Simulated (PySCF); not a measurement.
**Orbital energies and ionisation energy**

Species: CH₈SSi₂.
Z-matrix (Å and degrees, PBE0-D3(BJ)/def2-SVP geometry), rows numbered from 1:
```
C 
Si  1  1.8691
S   2  2.1586  1  106.92
Si  3  2.1477  2   99.44  1   179.81
H   1  1.1002  2  110.55  3   -60.34
H   1  1.1003  2  110.52  3    59.72
H   1  1.1011  2  110.34  3   179.66
H   2  1.4957  1  111.44  3  -119.78
H   2  1.4957  1  111.47  3   119.73
H   4  1.4941  3  111.15  2    60.24
H   4  1.4940  3  111.15  2   -60.71
H   4  1.4900  3  106.35  2   179.73
```

Level: wB97X-D/def2-SVPD (PySCF). Frontier orbitals with their largest atomic shares (Löwdin; up to four atoms above 4 %):

| orbital | ε (eV) | main atoms |
| --- | --- | --- |
| HOMO−3 | -11.50 | Si2 26 %, H8 16 %, H9 16 %, Si4 13 % |
| HOMO−2 | -10.99 | C1 26 %, S3 19 %, Si2 17 %, Si4 15 % |
| HOMO−1 | -10.57 | S3 57 %, Si2 13 %, Si4 11 %, H9 4 % |
| HOMO | -9.15 | ? |
| LUMO | 1.60 | S3 29 %, Si4 26 %, Si2 10 %, H10 8 % |
| LUMO+1 | 1.68 | Si2 24 %, S3 23 %, Si4 13 %, C1 9 % |
| LUMO+2 | 2.00 | Si4 34 %, S3 20 %, Si2 16 %, H10 8 % |

**Question.** What vertical ionisation energy does ΔSCF give, and how far is −ε(HOMO) from it?

**Answer.** ΔSCF: 9.41 eV (908 kJ/mol; threshold wavelength 132 nm); ⟨S²⟩ of the doublet left behind is 0.755, against 0.75 for a pure doublet. −ε(HOMO) is 9.15 eV, 0.26 eV below it. In exact Kohn–Sham theory the two would be equal; wB97X-D (range-separated hybrid) comes within 0.26 eV of that here. Holes in the HOMO−1 and HOMO−2 were tried too where these lie within 1.2 eV of the HOMO; the lowest converged state counts.

**Question.** On which atoms does the HOMO lie?

**Answer.** S3 (sulfur bonded to 2 Si) 69 %, Si4 (SiH3 silicon) 10 %, Si2 (SiH2 silicon) 10 %, so more than half of it is on one atom. The HOMO−1 lies 1.42 eV lower.

**Question.** What total energies stand behind the ΔSCF value?

**Answer.** E(N) = -1019.80135 Eh and E(N − 1) = -1019.45551 Eh at the same geometry, 0.34584 Eh apart.

**Question.** Shift the occupied levels rigidly so that −ε(HOMO) equals the ΔSCF value. What binding energies result?

**Answer.** The shift is +0.26 eV: HOMO 9.41, HOMO−1 10.83, HOMO−2 11.25, HOMO−3 11.76 eV. A rigid shift is only a rough guide to the deeper ionisations.

**Question.** What kinetic energy would electrons from this vertical process carry with He I light (21.218 eV)?

**Answer.** 21.22 − 9.41 = 11.81 eV.

Geometry: PBE0-D3(BJ)/def2-SVP, one conformer, isolated molecule.

The run behind these numbers computed excited states and ΔSCF ions as well. The run took 62 s wall on one thread of an Arm Neoverse N1 (shared host).

Note: wB97X-D ran without an empirical dispersion term, which enters the total energy and its gradient alone.
